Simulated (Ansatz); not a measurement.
System: SbBr₂ (charge +1, singlet). 
Geometry from a B3LYP-D3(BJ)/def2-TZVP (Ansatz, a first-principles code) optimisation:
```xyz
3

Sb     0.0279     0.0135     0.8867
Br     0.8513    -1.6824    -0.6481
Br    -0.8920     1.6628    -0.6440
```
Charge +1, spin multiplicity 1.

Basis-set convergence of Hartree-Fock and MP2 correlation energies (hartree) with Ansatz. Valence correlation only, unless marked. Spin-orbit coupling is left out. Frozen are the shells of the preceding noble gas and the d and f shells that filled before the atom's block. Past Kr the def2 sets carry scalar-relativistic core potentials.

```
basis       functions        E(HF)  E(corr, MP2)
----------  ---------  -----------  ------------
def2-SVP           90  -5383.24006      -0.31536
def2-TZVPP        146          [?]           [?]
```

Question: Complete the blanks.

Answer: 
- def2-TZVPP, E(HF): -5383.88909
- def2-TZVPP, E(corr, MP2): -0.41277
